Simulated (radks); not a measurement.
Values are calculated unless marked as measured or tabulated.
Trend from La+ to Lu+: ionisation energy by Delta-SCF between NIST ground configurations, and size. Code: a radial shooting solver on a logarithmic mesh with Libxc functionals. Model: Dirac Kohn-Sham, PBE, spin-unpolarised, spherical densities, finite nucleus; open shells are shared between the two j in proportion to 2j + 1; Fermi nuclear charge, rms radius of each element as measured or else 0.836 A^(1/3) + 0.57 fm.

| species | configuration | IE (eV) | NIST (eV) | kind | r at 0.001 e/bohr^3 (bohr) |
|---|---|---|---|---|---|
| La+ | [Xe] 5d2 | 10.814 | 11.185 | exp. | 4.41 |
| Ce+ | [Xe] 4f1 5d2 | 9.575 | 10.96 | semi-emp. | 4.38 |
| Pr+ | [Xe] 4f3 6s1 | 10.624 | 10.63 | semi-emp. | 4.63 |
| Nd+ | [Xe] 4f4 6s1 | 10.785 | 10.78 | semi-emp. | 4.60 |
| Pm+ | [Xe] 4f5 6s1 | 10.938 | 10.94 | semi-emp. | 4.57 |
| Sm+ | [Xe] 4f6 6s1 | 11.087 | 11.08 | semi-emp. | 4.54 |
| Eu+ | [Xe] 4f7 6s1 | 11.234 | 11.24 | semi-emp. | 4.51 |
| Gd+ | [Xe] 4f7 5d1 6s1 | 12.098 | 12.08 | semi-emp. | 4.59 |
| Tb+ | [Xe] 4f9 6s1 | 11.522 | 11.51 | semi-emp. | 4.45 |
| Dy+ | [Xe] 4f10 6s1 | 11.666 | 11.65 | semi-emp. | 4.43 |
| Ho+ | [Xe] 4f11 6s1 | 11.810 | 11.78 | semi-emp. | 4.40 |
| Er+ | [Xe] 4f12 6s1 | 11.954 | 11.92 | semi-emp. | 4.38 |
| Tm+ | [Xe] 4f13 6s1 | 12.099 | 12.07 | semi-emp. | 4.35 |
| Yb+ | [Xe] 4f14 6s1 | 12.246 | 12.179 | exp. | 4.33 |
| Lu+ | [Xe] 4f14 6s2 | 14.267 | 14.13 | semi-emp. | 4.63 |

Reference values: NIST Atomic Spectra Database (exp. = measured, semi-emp. = semi-empirical, theory = theoretical value adopted there). Spin polarisation and multiplet splitting are left out, so open shells lie too high by an amount that depends on their filling. Sharing an open shell by 2j + 1 raises it above the true ground level by a part of the spin-orbit splitting, which enters the differences from NIST.

Beside tabulated values, note that spin-unpolarised runs miss the spin-polarisation part of the exchange energy of open shells.
